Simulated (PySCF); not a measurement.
C (carbon, neutral): UHF calculation

Configuration: [He] 2s1 2p2 3d1, one real determinant (an excited configuration). Calculation: PySCF 2.14, in aug-cc-pVTZ with one added diffuse shell each of s, p, d, f type (6s5p4d3f, 62 functions); the non-relativistic Hamiltonian (point nucleus).

```json
{
  "Total energy": "-37.205646 hartree",
  "One-electron energy": "-48.2063 hartree",
  "Hartree (Coulomb) energy": "15.9878 hartree",
  "Exchange energy": "-4.9872 hartree",
  "Kinetic energy": "37.25591 hartree",
  "⟨S²⟩": "6.0000",
  "⟨L²⟩": "7.926",
  "Sum of ⟨r⟩": "11.88 bohr",
  "Sum of ⟨r²⟩": "60.95 bohr²",
  "Traceless quadrupole moment −½Σ⟨3z² − r²⟩ along its main axis": "-8.18 e·bohr²",
  "Density at the nucleus (Gaussians lack the cusp)": "120 bohr⁻³",
  "Spin density at the nucleus": "3.13 bohr⁻³",
  "Langevin diamagnetic susceptibility": "-48.3 ×10⁻⁶ cm³/mol"
}
```

| shell | electrons | mean orbital energy (hartree) | rms radius, mean of both spins (bohr) |
| --- | --- | --- | --- |
| 1s α | 1 | -11.75213 | 0.312 |
| 1s β | 1 | -11.63392 | 0.312 |
| 2s α | 1 | -1.18684 | 1.57 |
| 2p α | 2 | -0.79351 | 1.63 |
| 3d α | 1 | -0.04510 | 7.28 |

⟨L²⟩ = 7.93 against 12 for a pure F term, so this real determinant mixes terms. The outer electron is Rydberg-like, and this basis confines it to a smaller radius and binds it less than a complete one would.

Spin-orbit constants ζ (cm⁻¹) from the X2C one-electron operator on these orbitals (non-relativistic here): bare nucleus, nucleus screened by l(l+1)(2l+1)/3 electrons, and screened by the Breit-Pauli mean field of the electrons.

```
shell    bare  screened nucleus  mean field
   2p   76.30             50.87       40.99
   3d  0.2433           0.04056     0.02776
```

To first order the Landé constant is A = 3.421 cm⁻¹, so the lowest level has J = 1 and lies 0.00339 eV below the centre of the term. This holds in LS coupling only.
